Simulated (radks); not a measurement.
Q: These are the eigenvalues of the occupied orbitals of an atom or ion with whole-number occupations (hartree). Calculated with a radial shooting solver on a logarithmic mesh with Libxc functionals: Dirac Kohn-Sham, PBE, spin-unpolarised, spherical densities, finite nucleus; Fermi nuclear charge, rms radius of each element as measured or else 0.836 A^(1/3) + 0.57 fm.

| orbital | eigenvalue |
|---|---|
| 1s1/2 | -930.5095 |
| 2s1/2 | -137.1691 |
| 2p1/2 | -127.4870 |
| 2p3/2 | -121.0441 |
| 3s1/2 | -25.33652 |
| 3p1/2 | -21.48499 |
| 3p3/2 | -20.34786 |
| 3d3/2 | -13.53055 |
| 3d5/2 | -13.30154 |
| 4s1/2 | -3.71168 |
| 4p1/2 | -2.49659 |
| 4p3/2 | -2.30778 |
| 4d3/2 | -0.47349 |
| 4d5/2 | -0.45138 |
| 5s1/2 | -0.24792 |
| 5p1/2 | -0.08172 |
| 5p3/2 | -0.07427 |

Which element is it, and in what charge state? The configuration may be excited. Open shells, if any, are shared by 2j + 1.

A: Z = 47, silver, charge 0: Ag in [Kr] 4d9 5s1 5p1. The list shows which subshells hold electrons but not how many an open one holds; the 1s level, -930.51 hartree, gives Z - s = 43.1 by -(Z - s)^2/2, which with screening and relativity narrows Z to a few neighbours, and the depths of the outer levels then fix element, charge and occupations together.
